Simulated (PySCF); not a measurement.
C5H5ClO2S2.
Z-matrix (Å and degrees, GFN2-xTB geometry), rows numbered from 1:
```
C 
C   1  1.4851
C   2  1.3663  1  127.83
C   3  1.4087  2  113.30  1   179.37
C   4  1.3592  3  111.40  2     0.61
S   5  1.7437  4  128.00  3  -178.07
O   6  1.4247  5  110.16  4  -156.55
O   6  1.4248  5  110.42  4   -21.52
Cl  6  2.0397  5  101.07  4    90.97
S   5  1.7119  4  113.61  3    -0.75
H   1  1.0868  2  110.15  3     9.12
H   1  1.0881  2  110.66  3   129.96
H   1  1.0894  2  110.45  3  -110.86
H   3  1.0748  2  123.30  1    -0.73
H   4  1.0738  3  125.52  2   179.85
```

Computed at PBE0/pcSseg-1 (PySCF, non-relativistic), with Q(33S) = −0.0678 b, Q(17O) = −0.0256 b, Q(35Cl) = −0.0817 b: S6, 33S (I = 3/2): χzz = -12.97 MHz, η = 0.464; O7, 17O (I = 5/2): χzz = -7.805 MHz, η = 0.147; Cl9, 35Cl (I = 3/2): χzz = -69.88 MHz, η = 0.041; S10, 33S (I = 3/2): χzz = -30.81 MHz, η = 0.630.

Task: Find the zero-field quadrupole resonance frequencies of 33S at S6.

Result: From ν = (|χ|/2)√(1 + η²/3): ν = 6.714 MHz (sulfonyl sulfur).

Task: Where would the pure quadrupole (NQR) lines of 17O at O7 fall for the rigid, isolated species?

Result: From the eigenvalues of H = χ/[4I(2I − 1)] × [3Iz² − I(I + 1) + η(Ix² − Iy²)], steps between neighbouring levels, labelled as for η = 0: ±1/2↔±3/2 1.198 MHz, ±3/2↔±5/2 2.331 MHz (sulfonyl oxygen).

Task: Where would the pure quadrupole (NQR) lines of 35Cl at Cl9 fall for the rigid, isolated species?

Result: From ν = (|χ|/2)√(1 + η²/3): ν = 34.95 MHz (chlorine bonded to S). For 37Cl the ratio of quadrupole moments, 0.7881, gives 27.54 MHz.

Task: Find the zero-field quadrupole resonance frequencies of 33S at S10.

Result: From ν = (|χ|/2)√(1 + η²/3): ν = 16.39 MHz (thiophene-type sulfur).

Task: Apply the simplest Townes–Dailey estimate (no s hybridisation, no π bonding), ionic character = 1 − χzz/χ0, where χ0 is the coupling for one missing p electron along the bond: −109.74 MHz for 35Cl.

Result: Cl9 on S6: 1 − (-69.88)/(-109.74) = 0.36. In this model a purely covalent bond gives χ0 and a free halide ion gives zero; s hybridisation or π bonding, where present, is counted here as ionic character.

In a crystal, neighbours and librations shift these lines. GFN2-xTB bond lengths can be off by several hundredths of an ångström, more for odd bonds, and the gradients follow them. With a basis this small, the couplings can be 20 % off.

These values come from a run that also computed NMR shieldings. Hardware: one thread of an Arm Neoverse V2, no GPU, shared host. Cost: 44 s of wall time, 0.94 GiB resident at most.

One conformer stands for the species.
